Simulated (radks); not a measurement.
Spin polarisation of the 4f3 shell in Pr2+. Start: [Xe] 4f(up 1.5, down 1.5); electrons of 4f are moved from spin down to spin up, other shells keep equal spins. All-electron calculation, scalar-relativistic Kohn-Sham, LDA (Slater exchange, Perdew-Wang correlation), spin-polarised, spherical densities, finite nucleus; Fermi nuclear charge, rms radius of each element as measured or else 0.836 A^(1/3) + 0.57 fm. Program: a radial shooting solver on a logarithmic mesh with Libxc functionals.

moment (Bohr magnetons)  E - E(0) (eV)  e(4f up) (eV)  e(4f down) (eV)  5p down minus up (eV)  5s down minus up (eV)  4d down minus up (eV)
0                                0.000        -14.121          -14.121                  0.000                  0.000                  0.000
0.75                            -0.083        -14.328          -13.886                  0.263                  0.333                  0.517
1.5                             -0.331        -14.507          -13.625                  0.526                  0.667                  1.033
2.25                            -0.745        -14.658          -13.337                  0.790                  1.002                  1.547
3                               -1.323        -14.779          -13.021                  1.056                  1.338                  2.058

At moment 3 the spin-polarisation energy is -1.323 eV and the 4f exchange splitting 1.758 eV, that is 0.586 eV per Bohr magneton; E = -I m^2/4 would give I = 0.588 eV.
